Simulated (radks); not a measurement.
Radial electron density D(r) = 4 pi r^2 rho(r) of an atom or ion with 58 electrons. All-electron calculation, Dirac Kohn-Sham, Slater X-alpha with alpha = 0.604, spin-unpolarised, spherical densities, finite nucleus; Fermi nuclear charge, rms radius of each element as measured or else 0.836 A^(1/3) + 0.57 fm. Program: a radial shooting solver on a logarithmic mesh with Libxc functionals.

```
   r/bohr * D(r) (the largest magnitude, 102, reaches the edge; | marks zero)
 0.002237 |     *
  0.00296 |         *
 0.003916 |             *
 0.005181 |                   *
 0.006855 |                          *
 0.009071 |                                  *
    0.012 |                                        *
  0.01588 |                                           *
  0.02101 |                                         *
   0.0278 |                                      *
  0.03678 |                                      *
  0.04867 |                                             *
  0.06439 |                                                      *
   0.0852 |                                                     *
   0.1127 |                                            *
   0.1492 |                                          *
   0.1974 |                                                *
   0.2611 |                                        *
   0.3483 |                     *
   0.4608 |                   *
   0.6097 |                     *
   0.8068 |             *
    1.067 |      *
    1.412 |    *
    1.869 |  *
    2.473 |*
    3.272 *
    4.329 *
    5.727 *
```

What is the nuclear charge?

Answer. Z = 60. The innermost maximum, from 1s, lies near gamma/Z bohr with gamma = sqrt(1 - (Z/c)^2) = 0.899, here 0.015 bohr (found: 0.0165), and its height grows with Z. The density is that of the neodymium ion Nd2+ in [Xe] 4f4; the configuration itself is not fixed sharply by these data, and Z only to a few units. D(r) has 4 maxima, at r = 0.0165, 0.0732, 0.205, 0.567 bohr, and minima at 0.0321, 0.136, 0.412 bohr, inside which lie 2.02, 11.23, 29.10 electrons.
